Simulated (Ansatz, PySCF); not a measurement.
C2H6BrSb, SMILES [CH3][Sb]([CH3])[Br]. Atoms are numbered in the order given.

```xyz
10

Sb    -0.0193     0.5260     0.6428
Br     0.0858    -1.6361    -0.6980
C      1.4901     1.5393    -0.5311
H      2.4822     1.1350    -0.2879
H      1.4679     2.6133    -0.2898
H      1.2843     1.3936    -1.6003
C     -1.6659     1.3586    -0.4880
H     -2.5979     0.8427    -0.2199
H     -1.4732     1.2375    -1.5626
H     -1.7612     2.4280    -0.2441
```

Coordinates come from a PBE0-D3(BJ)/def2-SVP optimisation. The structure was generated by enumeration; whether it is a known compound was not checked. The def2 effective core potentials stand for the cores of Sb; spin–orbit coupling is left out.

Two levels are set side by side: PBE-D3(BJ)/def2-SVP (Ansatz, a quantum-chemistry and plane-wave program) and PBE0-D3(BJ)/def2-SVP (Ansatz). Each level has its own optimised geometry; the coordinates shown are those of the second. Frequencies come from the Hessian of PySCF at each geometry. Differences are taken from unrounded values.

| quantity | PBE0-D3(BJ) |
|---|---|
| mean bond length (Å) | 1.497 |
| bond Sb1–Br2 (Å) | 2.546 |
| bond Sb1–C3 (Å) | 2.164 |
| bond Sb1–C7 (Å) | 2.164 |
| bond C3–H4 (Å) | 1.099 |
| bond C3–H5 (Å) | 1.101 |
| bond C3–H6 (Å) | 1.098 |
| bond C7–H8 (Å) | 1.099 |
| bond C7–H9 (Å) | 1.098 |
| bond C7–H10 (Å) | 1.101 |
| highest harmonic wavenumber (cm⁻¹) | 3202 |
| mean harmonic wavenumber (cm⁻¹) | 1338 |
| zero-point energy (kcal/mol) | 45.89 |

Q: What does PBE-D3(BJ) give, and how far is it from PBE0-D3(BJ)? (The exact figures need the calculation; the answer reports its results.)

A: 
```json
[
 {"quantity": "mean bond length (Å)", "PBE-D3(BJ)": "1.510", "PBE-D3(BJ) minus PBE0-D3(BJ)": "0.014"},
 {"quantity": "bond Sb1–Br2 (Å)", "PBE-D3(BJ)": "2.571", "PBE-D3(BJ) minus PBE0-D3(BJ)": "0.025"},
 {"quantity": "bond Sb1–C3 (Å)", "PBE-D3(BJ)": "2.190", "PBE-D3(BJ) minus PBE0-D3(BJ)": "0.026"},
 {"quantity": "bond Sb1–C7 (Å)", "PBE-D3(BJ)": "2.190", "PBE-D3(BJ) minus PBE0-D3(BJ)": "0.026"},
 {"quantity": "bond C3–H4 (Å)", "PBE-D3(BJ)": "1.106", "PBE-D3(BJ) minus PBE0-D3(BJ)": "0.008"},
 {"quantity": "bond C3–H5 (Å)", "PBE-D3(BJ)": "1.109", "PBE-D3(BJ) minus PBE0-D3(BJ)": "0.008"},
 {"quantity": "bond C3–H6 (Å)", "PBE-D3(BJ)": "1.106", "PBE-D3(BJ) minus PBE0-D3(BJ)": "0.008"},
 {"quantity": "bond C7–H8 (Å)", "PBE-D3(BJ)": "1.106", "PBE-D3(BJ) minus PBE0-D3(BJ)": "0.008"},
 {"quantity": "bond C7–H9 (Å)", "PBE-D3(BJ)": "1.106", "PBE-D3(BJ) minus PBE0-D3(BJ)": "0.008"},
 {"quantity": "bond C7–H10 (Å)", "PBE-D3(BJ)": "1.109", "PBE-D3(BJ) minus PBE0-D3(BJ)": "0.008"},
 {"quantity": "highest harmonic wavenumber (cm⁻¹)", "PBE-D3(BJ)": "3116", "PBE-D3(BJ) minus PBE0-D3(BJ)": "-86"},
 {"quantity": "mean harmonic wavenumber (cm⁻¹)", "PBE-D3(BJ)": "1293", "PBE-D3(BJ) minus PBE0-D3(BJ)": "-45"},
 {"quantity": "zero-point energy (kcal/mol)", "PBE-D3(BJ)": "44.37", "PBE-D3(BJ) minus PBE0-D3(BJ)": "-1.53"}
]
```

GGA bonds tend to be longer and softer than those of functionals with exact exchange. Differences between two approximate levels are no errors against the true value.
